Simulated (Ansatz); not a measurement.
`F[SiH](Cl)[GeH2][Cl]` + H₂ → `[Cl][GeH3]` + `F[SiH2]Cl` at 700 K and 1 bar (hydrogenolysis of a Ge–Si bond).

Program: Ansatz. Geometries: PBE0-D4/def2-TZVP. ΔE: electronic, gas phase. CCSD(T)/CBS is the MP2 limit (def2-TZVPP, def2-QZVPP) plus CCSD(T) − MP2 in def2-TZVPP, frozen cores. This one scheme is used for every species. For Ge outer-core shells are correlated without core-valence functions, which leaves a few kJ/mol of doubt a bond. Scalar relativity is left out up to krypton. One conformer a species, not always the lowest.

```csv
species,CCSD(T)/CBS energy (Eh),H − E (kJ/mol),S (J/(mol·K))
`F[SiH](Cl)[GeH2][Cl]`,-3386.49998,160.0,505.6
H₂,-1.17544,46.8,155.3
`[Cl][GeH3]`,-2537.71925,104.5,321.9
`F[SiH2]Cl`,-849.96195,99.5,342.2
```

H − E and S are ideal-gas, rigid-rotor, harmonic terms from PBE0-D4/def2-TZVP, for one conformer and one mirror image of each species. The MP2-based limit puts H₂ 0.8 mEh under its directly extrapolated value; such offsets cancel only in part. 1 Eh = 2625.50 kJ/mol, R = 8.31446 J/(mol·K).

Q: By hand: ΔE, ΔH, ΔS and ΔG.

A: ΔE = (-2537.71925) + (-849.96195) − (-3386.49998) − (-1.17544) = -0.00578 Eh = -15.2 kJ/mol. Δ(H − E) = 104.5 + 99.5 − 160.0 − 46.8 = -2.8, so ΔH = -18.0 kJ/mol. ΔS = 321.9 + 342.2 − 505.6 − 155.3 = 3.2 J/(mol·K). ΔG = -18.0 − 700 × (3.2)/1000 = -20.2 kJ/mol.

Q: By hand: the equilibrium constant, and the temperature at which ΔG would vanish if ΔH and ΔS stayed fixed.

A: log₁₀ K = −ΔG/(RT ln 10) = 1.5. ΔH and −TΔS have one sign here, so there is no such temperature. One of them is within its doubt of zero, so this could turn.

The number of gas molecules stays the same, so ΔS is small and ΔH decides. A doubt of 5 kJ/mol in ΔE shifts log₁₀ K by 0.4 here. Other conformers and mirror images would add mixing entropy, several J/(mol·K) or more a flexible species. Modes under 60 cm⁻¹, often nearly free rotors, make the harmonic entropy too high. These are equilibria of isolated gas molecules and say nothing of rates. Largest T1 diagnostic: 0.011 (customary marks: 0.02 for closed shells, 0.045 for open ones).
